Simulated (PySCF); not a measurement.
In(Et)(NH2)2, SMILES C[CH2][In]([NH2])[NH2] (C2H9InN2), B3LYP/def2-SVP optimised geometry.

```
14

In    -0.90     0.03     0.00
C      1.29     0.03     0.00
C      1.94    -1.36     0.03
H      1.61     0.64     0.86
H      1.59     0.59    -0.90
H      1.64    -1.97    -0.84
H      1.67    -1.92     0.94
H      3.04    -1.29     0.01
N     -2.05     1.73     0.00
H     -1.68     2.57     0.43
H     -3.04     1.65     0.24
N     -2.01    -1.66    -0.40
H     -3.00    -1.67    -0.18
H     -1.62    -2.57    -0.18
```

Density from B3LYP/def2-TZVP, def2 effective core potentials past Kr (PySCF 2.14.0) at that geometry. The core electrons that the potentials of In replace are not part of the density.

Minimum of the electron density along straight lines between bonded atoms, close to the bond critical point (lines longer than 1.1 times the sum of covalent radii, or with two minima, are not listed):

```
bond     length / Å  ρ at the minimum / e bohr⁻³  ∇²ρ there / e bohr⁻⁵  position (fraction from the first atom)
-------  ----------  ---------------------------  --------------------  ---------------------------------------
In1–C2        2.191                            ?                     ?                                     0.52
C2–C3         1.531                        0.241                     ?                                     0.50
C2–H4         1.102                        0.271                 -0.89                                     0.64
C2–H5         1.103                        0.270                 -0.89                                     0.64
C3–H6         1.102                        0.273                 -0.92                                     0.64
C3–H7         1.103                        0.272                 -0.91                                     0.64
C3–H8         1.105                        0.271                 -0.90                                     0.64
In1–N9        2.055                        0.106                  0.36                                     0.52
N9–H10        1.018                        0.330                 -1.50                                     0.73
N9–H11        1.018                        0.329                 -1.50                                     0.73
In1–N12       2.055                        0.106                  0.37                                     0.52
N12–H13       1.018                        0.330                 -1.51                                     0.73
N12–H14       1.017                        0.330                 -1.51                                     0.73
```

Q: Complete the blanks.

A: 
- In1–C2, ρ at the minimum / e bohr⁻³: 0.093
- In1–C2, ∇²ρ there / e bohr⁻⁵: 0.13
- C2–C3, ∇²ρ there / e bohr⁻⁵: -0.58
